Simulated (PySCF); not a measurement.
SeH and its ions

r²SCAN; H def2-SVPD, Se def2-SVPD; no relativity (PySCF 2.14). Neutral (UKS): doublet (π ↑), Re = 1.474 Å, ωe = 2439 cm⁻¹, De = 3.44 eV, HOMO -6.09 eV, LUMO -5.27 eV.

SeH⁻ (UKS): singlet (closed shell), Re = 1.476 Å, ωe = 2389 cm⁻¹, De = 3.60 eV to H + Se⁻. The energies at the minima are -2401.81587 hartree for SeH and -2401.90045 for SeH⁻.

Q: Work out the adiabatic electron affinity, without and with harmonic zero-point energies (1 hartree = 27.2114 eV, 1 eV = 8065.5 cm⁻¹), and the change of the bond length.

A: At r²SCAN: 0.08458 hartree = 2.302 eV between the minima; the zero-point term (2439.0 − 2389.0)/2 cm⁻¹ = +0.003 eV makes it 2.305 eV. Re changes by +0.2 pm against the neutral. The electron enters a π orbital, which is non-bonding in a hydride.

For an ion De counts to the pair picked by the measured ionisation energies or electron affinities, which need not be the lowest pair at this level. The highest Kohn–Sham level is positive in this anion. Much of that is self-interaction error, but it also means that the finite basis helps to hold the extra electron. States were picked by a PBE0 search and need not be the measured ground states.
